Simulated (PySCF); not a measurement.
C2H5Cl3Si, SMILES CC[Si](Cl)(Cl)Cl (GFN2-xTB optimised geometry):

```
11

C     -0.891    -1.859    -1.634
C     -1.338    -0.399    -1.545
Si    -0.682     0.508     0.000
Cl     1.340     0.508     0.000
Cl    -1.340     2.423     0.000
Cl    -1.335    -0.413     1.678
H      0.193    -1.929    -1.669
H     -1.292    -2.322    -2.533
H     -1.242    -2.423    -0.774
H     -2.429    -0.364    -1.553
H     -1.008     0.125    -2.444
```

Computed with PBE0/def2-TZVP run with PySCF 2.14.0.

### Question
What are the frontier orbital energies and the dipole moment?

### Answer
HOMO-2 -9.52 eV, HOMO-1 -9.18 eV, HOMO -8.83 eV, LUMO 0.33 eV, LUMO+1 0.78 eV; dipole moment 1.84 D.

On the same geometry PBE/def2-TZVP (PySCF) gives HOMO-2 -8.08 eV, HOMO-1 -7.76 eV, HOMO -7.52 eV, LUMO -0.69 eV, LUMO+1 -0.13 eV; dipole moment 1.78 D.

Meta-Löwdin charges at PBE0/def2-TZVP: C1 -0.34, C2 -0.45, Si3 0.97, Cl4 -0.27, Cl5 -0.27, Cl6 -0.27, H7 0.12, H8 0.12, H9 0.12, H10 0.13, H11 0.13.
